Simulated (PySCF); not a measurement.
GaH₂ + GaCl₂ → 2 GaHCl

Level: PBE0 in the def2-TZVP basis family, all electrons, no relativity, computed in PySCF with density fitting; open shells unrestricted.

| species | state and structure | E (Eh) | ZPE (kJ/mol) | H(298 K) − H(0) (kJ/mol) | S° (J/(mol K)) |
| --- | --- | --- | --- | --- | --- |
| GaH₂ | doublet, C2v, Ga–H 1.593 Å (×2); H–Ga–H 120.5° | -1925.73003 | 26.4 | 10.2 | 224.9 |
| GaCl₂ | doublet, C2v, Ga–Cl 2.160 Å (×2); Cl–Ga–Cl 119.3° | -2844.80901 | 5.4 | 13.4 | 302.2 |
| GaHCl | doublet, Cs, Ga–Cl 2.168 Å, Ga–H 1.604 Å; Cl–Ga–H 115.6° | -2385.27294 | 16.0 | 11.3 | 270.0 |

**Question.** What is the electronic reaction energy?

**Answer.** At PBE0/def2-TZVP, ΔE = -18.0 kJ/mol from the differences of the total energies times 2625.5, downhill. The bond energies do not simply add up: the mixed species is favoured.

**Question.** Add zero-point, thermal and entropy terms for 298.15 K and 1 bar.

**Answer.** ΔZPE = 0.2 and Δ[H(298) − H(0)] = -1.0 kJ/mol give ΔH° = -18.8 kJ/mol. ΔS° = 12.9 J/(mol K), so ΔG° = -18.8 − 298.15 × (0.0129) = -23 kJ/mol and log₁₀K = 4.0.

The structures come from searches over a few start shapes, so lower isomers are not excluded.
